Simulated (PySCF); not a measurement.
Species: Y(NH2)3 (singlet state).
Geometry (PBE0-D3(BJ)/def2-SVP, Å), atoms numbered from 1 in this order:
```xyz
10
H6N3Y angstrom
Y      0.011   -0.005   -0.003
N      2.123    0.402   -0.025
H      2.874   -0.288   -0.023
H      2.591    1.308   -0.047
N     -1.402    1.617   -0.011
H     -2.421    1.562    0.008
H     -1.186    2.614   -0.039
N     -0.683   -2.040    0.040
H     -0.126   -2.895    0.050
H     -1.655   -2.352    0.055
```

Method: PySCF 2.14.0, PBE0-D3(BJ)/def2-SVP geometry optimisation, gas phase, def2 core potentials past Kr.

Q: Which atoms are bound to Y1, and at what distances?

A: 3 atoms: N2 2.151 Å, N8 2.151 Å, N5 2.151 Å. The nearest atom not counted as bound is H3, at 2.88 Å (others tie with it).

Q: List the angles at Y1.

A: 
```json
{"angle": "N2–Y1–N5", "degrees": "120.2", "distance of the outer atoms (Å)": "3.73"}
{"angle": "N5–Y1–N8", "degrees": "120.1", "distance of the outer atoms (Å)": "3.73"}
{"angle": "N2–Y1–N8", "degrees": "119.7", "distance of the outer atoms (Å)": "3.72"}
```

Q: What is the shape at Y1?

A: Planar: angles 120.2°, 120.1° and 119.7°, sum 360.0°, 0.00 Å off the plane of its three neighbours.

Q: What are the other bond lengths?

A: N2–H3 and 5 like bonds 1.020 Å.

Q: What are the rotational constants (commonest isotopes, rigid rotor)?

A: A = 4141, B = 4119, C = 2065 MHz: an oblate symmetric top.

Point group: D3h (tolerance 0.08 Å). Charge 0, singlet. Not checked by PBE0-D3(BJ)/def2-SVP frequencies.

Time: 33 s; peak memory 0.39 GiB. Hardware: Arm Neoverse V1, one thread (shared host). This is the geometry optimisation.
